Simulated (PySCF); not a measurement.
Sm(OH)2 at several levels of theory

Computed with PySCF 2.14.0 (density fitting, no spin-orbit coupling) at the geometry relaxed with PBE0:

```xyz
5
Sm(OH)2 (singlet in the valence; each metal's 4f electrons, 6 of them, lie in its core potential, out of spins and levels)
Sm    0.0000    0.0000   -0.3484
O     1.9779   -0.0379    0.5607
H     2.7382   -0.0544    1.1447
O    -1.9779    0.0379    0.5607
H    -2.7382    0.0544    1.1447
```

```json
{"level": "PBE0", "basis": "Sm lcecp-0-SVP with ECP52, O def2-SVP, H def2-SVP", "state": "singlet", "HOMO (eV)": "–", "gap (eV)": "–", "charge on Sm1 (e)": "0.87", "population of f-type functions on Sm1 (polarisation alone where 4f lies in the core)": "0.04", "dipole about the centre of mass (D)": "3.37", "largest force component (eV/Å)": "0.01"}
{"level": "wB97X", "basis": "the same", "state": "singlet", "HOMO (eV)": "–", "gap (eV)": "–", "charge on Sm1 (e)": "0.89", "population of f-type functions on Sm1 (polarisation alone where 4f lies in the core)": "0.05", "dipole about the centre of mass (D)": "3.54", "largest force component (eV/Å)": "0.18"}
{"level": "PBE0", "basis": "Sm lcecp-0-TZVP with ECP52, O def2-TZVP, H def2-TZVP", "state": "singlet", "HOMO (eV)": "–", "gap (eV)": "–", "charge on Sm1 (e)": "1.22", "population of f-type functions on Sm1 (polarisation alone where 4f lies in the core)": "0.05", "dipole about the centre of mass (D)": "3.69", "largest force component (eV/Å)": "0.23"}
```

In the lcecp rows the 4f levels are missing from HOMO and gap, and the state counts the valence alone.

Charges are Mulliken's, which hang on the basis. The relaxation used the grid (50, 194), these runs (75, 302) or, all-electron (x2c bases, spin-free X2C Hamiltonian), (99, 590).

(1) What does B3LYP with Sm lcecp-0-SVP with ECP52, O def2-SVP, H def2-SVP give here?

An lcecp potential fixes the number of 4f electrons, so in runs with it no electron can move into or out of that shell.

## Answers

(1) state singlet, charge on Sm1 (e) 0.82, population of f-type functions on Sm1 (polarisation alone where 4f lies in the core) 0.04, dipole about the centre of mass (D) 3.30, largest force component (eV/Å) 0.20. Time: 2.1 s on 2 threads of Arm Neoverse V1, with other jobs on the host, from an already converged density.
